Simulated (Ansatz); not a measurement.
Start from `[SiH3][SiH2]S` and change one atom or group to get `CSS[SiH2][SiH3]`.

Ansatz, PBE0-D4/def2-TZVP geometries, multiplicity 1. Each molecule was computed in one conformer, which needn't be the lowest.

```tsv
property	`[SiH3][SiH2]S`
size of the dipole moment (PBE/def2-TZVPP) / D	0.86
HOMO energy (B3LYP/def2-TZVPP) / eV	-7.25
size of the dipole moment (B3LYP/def2-TZVPP) / D	0.91
HOMO–LUMO gap (PBE0/def2-TZVPP) / eV	7.10
HOMO–LUMO gap (PBE/def2-TZVPP) / eV	5.03
LUMO energy (PBE0/def2-TZVPP) / eV	-0.40
```

**Question.** What does the change do to each property? (Estimate.)

**Answer.** Computed: 
```tsv
property	`CSS[SiH2][SiH3]`	shift
size of the dipole moment (PBE/def2-TZVPP) / D	1.63	0.77
HOMO energy (B3LYP/def2-TZVPP) / eV	-6.57	0.68
size of the dipole moment (B3LYP/def2-TZVPP) / D	1.64	0.73
HOMO–LUMO gap (PBE0/def2-TZVPP) / eV	5.95	-1.15
HOMO–LUMO gap (PBE/def2-TZVPP) / eV	3.80	-1.23
LUMO energy (PBE0/def2-TZVPP) / eV	-0.84	-0.44
```

With PBE0 the HOMO rises by 0.71 eV and the LUMO falls by 0.44 eV, so the gap narrows by about 1.15 eV. PBE moves the HOMO by 0.65 eV and ωB97M-V by 0.77 eV. Dipoles are sizes alone; their direction can turn.

B3LYP here is the variant with VWN-RPA as its local correlation; programs differ in this.
